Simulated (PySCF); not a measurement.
Excitation energy of Re(2+) by level of theory

Re(2+) [Xe] 4f14 5d5 (6S) → Re(2+) [Xe] 4f14 5d4 6p1 (high-spin determinant), as a difference of total energies. Computed with PySCF 2.14 in def2-TZVPPD with the def2 core potential (60 electrons) (6s5p3d2f1g, 59 functions), with a scalar-relativistic core potential. Correlated levels: valence: 5s2 5p6 frozen. The calculations carry no spin-orbit coupling.

```csv
method,excitation energy (eV)
UHF,9.832
MP2 (valence),10.060
SCS-MP2 (valence),9.908
CCSD (valence),10.024
CCSD(T) (valence),10.018
```

Question: How much does correlation contribute at CCSD(T) (valence)?

Answer: 10.018 − (9.832) = 0.186 eV, measured against UHF.

The determinant of the upper state mixes LS terms, which raises its energy above the lowest term, most at the Hartree-Fock and MP2 levels.
